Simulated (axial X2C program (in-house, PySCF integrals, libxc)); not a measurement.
## Ionising CuH

Computed with an in-house all-electron X2C program for linear molecules (integrals from PySCF), spin-free (one-electron X2C) or two-component (2c: spin–orbit coupling with atomic mean-field Coulomb and Gaunt terms, which also bring small scalar terms), in Dyall basis sets with cores contracted in-house; open shells are unrestricted.

Basis sets: Cu dyall-cv3z, H dyall-v3z. Frozen shells (counts by l): CuH Cu 3s2p, H none, 12 electrons correlated; CuH⁺ Cu 3s2p, H none, 11 electrons correlated. Where the outer core of a metal is frozen, bonds come out longer and ionisation energies lower.

| Hamiltonian | level | CuH state | Re (Å) | ωe (cm⁻¹) | De (eV) |
| --- | --- | --- | --- | --- | --- |
| spin-free | PBE0 | M_S = 0, Λ = 0 | 1.459 | 1962.2 | 2.70 |
| spin-free | MP2 | M_S = 0, Λ = 0 | 1.420 | 2130.1 | 2.80 |
| 2c | PBE0 | Ω = 0 | 1.460 | 1961.0 | 2.70 |
| 2c | MP2 | Ω = 0 | 1.420 | 2127.9 | 2.80 |

Adiabatic ionisation energy (minimum to minimum, no zero-point term) and constants of CuH⁺:

| Hamiltonian | level | CuH⁺ state | IE (eV) | Re (Å) | ωe (cm⁻¹) | De (eV) | fragments |
| --- | --- | --- | --- | --- | --- | --- | --- |
| spin-free | PBE0 | M_S = 1/2, Λ = 0 | 9.32 | 1.466 | 1900.6 | 1.32 | Cu+ + H |
| spin-free | MP2 | M_S = 1/2, Λ = 0 | 10.76 | 1.392 | 2138.9 | n/a | Cu+ + H |
| 2c | PBE0 | Ω = 1/2 | 9.32 | 1.466 | 1899.0 | 1.32 | Cu+ + H |
| 2c | MP2 | Ω = 1/2 | 10.76 | 1.395 | 2118.2 | n/a | Cu+ + H |

(1) Add the zero-point terms to the ionisation energy at MP2, 2c, and say whether the electron removed was bonding.

Each entry is the lowest single determinant of a limited PBE0 search at one distance. De goes to single-determinant-based atoms at the same level (for ions the charge split of lowest energy) and is withheld (n/a) where an atom does not fit its ground term or J level. Main or longest-lived isotopes. One determinant is a doubtful description, or other states lie close, for CuH⁺; these need not be ground states, and all values refer to the states named.

Results:

(1) IE0 = IE + (ωe⁺ − ωe)/2 = 10.76 + (-0.001) = 10.76 eV. Re changes by -0.025 Å, so the bond shortens, as on loss of an antibonding or a polarising non-bonding electron.
